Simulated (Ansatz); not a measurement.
Basis sets compared for BiH2(OEt) (C₂H₇BiO). Charge 0, multiplicity 1. Geometry PBE0-D4/def2-SVP. Ansatz on 4 threads of Arm Neoverse V2 on a shared host; times are rough, and most runs start from earlier orbitals.

Cartesian coordinates in Å:
```
Bi -1.2236 -1.7809 1.5119
H -1.1690 -3.2796 0.5176
H 0.4674 -2.0965 2.0841
O -0.6327 -0.5934 -0.1322
C 0.1437 0.5361 0.1431
C 0.3669 1.2945 -1.1483
H -0.3409 1.2138 0.8819
H 1.1274 0.2586 0.5827
H 0.9800 2.1938 -0.9791
H 0.8782 0.6524 -1.8812
H -0.5975 1.6012 -1.5807
```

In the def2 sets Bi takes a core potential; there is no spin–orbit coupling.

Binding counts from free atoms (Bi quartet, H doublet, O triplet, C triplet) in the same basis, without a counterpoise term.

| level | functions | energy (Eh) | HOMO (eV) | LUMO (eV) | binding per atom (eV) | wall time |
| --- | --- | --- | --- | --- | --- | --- |
| PBE-D4/def2-SVP | 103 | -369.9649 | -5.32 | -1.84 | 3.53 | 0.85 s |
| PBE0-D4/def2-SVP | 103 | -369.9523 | -6.81 | -1.06 | 3.44 | 1.1 s |

**Question.** Estimate the rows for PBE-D4/def2-TZVP (with forces), PBE0-D4/def2-TZVP.

**Answer.** 
```json
{"level": "PBE-D4/def2-TZVP (with forces)", "functions": "185", "energy (Eh)": "-370.1599", "HOMO (eV)": "-5.58", "LUMO (eV)": "-2.05", "binding per atom (eV)": "3.52", "wall time": "1.9 s"}
{"level": "PBE0-D4/def2-TZVP", "functions": "185", "energy (Eh)": "-370.1427", "HOMO (eV)": "-7.00", "LUMO (eV)": "-1.28", "binding per atom (eV)": "3.43", "wall time": "2.1 s"}
```
